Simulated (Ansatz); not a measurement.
Reaction (formal exchange of groups at the Si–C bond): `CO[SiH2]CN` + `CNC[SeH]` → `CO[SiH2][SeH]` + `CNCCN`

Isolated molecules relaxed with PBE0-D4/def2-TZVP in Ansatz; ΔE leaves out vibrations. CBS: MP2 limit from def2 TZ/QZ plus the TZ coupled-cluster correction, frozen cores. For Se outer-core shells are correlated without core-valence functions, which leaves a few kJ/mol of doubt a bond. Scalar relativity is left out up to krypton. Each species was taken in one conformer, which may not be the lowest.

```tsv
level	ΔE (kcal/mol)
CCSD/def2-TZVPP	-22.0
SCS-MP2/def2-QZVPP	-22.0
HF/CBS(def2)	-23.6
CCSD/CBS(def2)	-22.8
```

Q: What does CCSD(T)/CBS give? (An estimate is asked.)

A: Ansatz gave: -22.6 kcal/mol. The listed levels differ from it by 0.6, 0.6, -1.0, -0.2 kcal/mol.

Largest T1 diagnostic among the species: 0.010.

In def2-TZVPP, CCSD(T) changes the Hartree–Fock value by +1.9 kcal/mol (the triples alone add +0.2 kcal/mol) and MP2 by +1.6 kcal/mol. From PBE to PBE0 (25 % exact exchange), in def2-TZVPP and without D4, ΔE moves by −1.1 kcal/mol.
